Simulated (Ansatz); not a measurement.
The same path of CH6BClGeO (11 atoms, charge 0, multiplicity 1) was run twice with different band settings. The coordinate that changes most is the dihedral Cl4–B3–Ge5–H11.

The calculation used RKS LDA/def2-SVP (Ansatz 0.2.0).

Relaxed end points:

```xyz
11
Properties=species:S:1:pos:R:3
O -1.098 1.452 -0.236
C -0.811 0.411 -1.123
B 0.134 -0.699 -0.593
Cl 0.458 -2.118 -1.550
Ge 0.992 -0.355 1.231
H -1.198 1.068 0.659
H -1.727 -0.041 -1.597
H -0.265 0.840 -2.008
H -0.105 0.150 2.214
H 2.009 0.803 1.134
H 1.676 -1.570 1.890
```

```xyz
11
Properties=species:S:1:pos:R:3
O 0.410 1.575 -0.857
C -0.169 0.414 -1.376
B -0.411 -0.740 -0.369
Cl -1.237 -2.191 -0.868
Ge 0.337 -0.465 1.515
H 0.025 1.735 0.029
H -1.102 0.608 -1.978
H 0.530 -0.016 -2.144
H -0.174 -1.446 2.589
H -0.024 0.973 1.991
H 1.881 -0.505 1.490
```

Common settings: climbing image yes; spring 5.0 eV/Å²; optimiser quadratic models (default); start path IDPP; force threshold 0.05 eV/Å; iteration limit 60; end points relaxed.

| run | movable images |
| --- | --- |
| 1 | 5 |
| 2 | 2 |

(1) What does each run give, and how far can it be trusted?

Results:

(1) Run 1: converged after 8 iterations, highest image 0.073 eV above the first end. A vibrational analysis at the climbing image gives one clearly imaginary mode, 140i cm⁻¹: a first-order saddle point.
Run 2: converged after 14 iterations, highest image 0.073 eV above the first end. Another band between the same ends (5 images) ends at a top of the same energy, where a vibrational analysis finds 1 clearly imaginary mode. So few images can step over the top or miss a turn of the path.
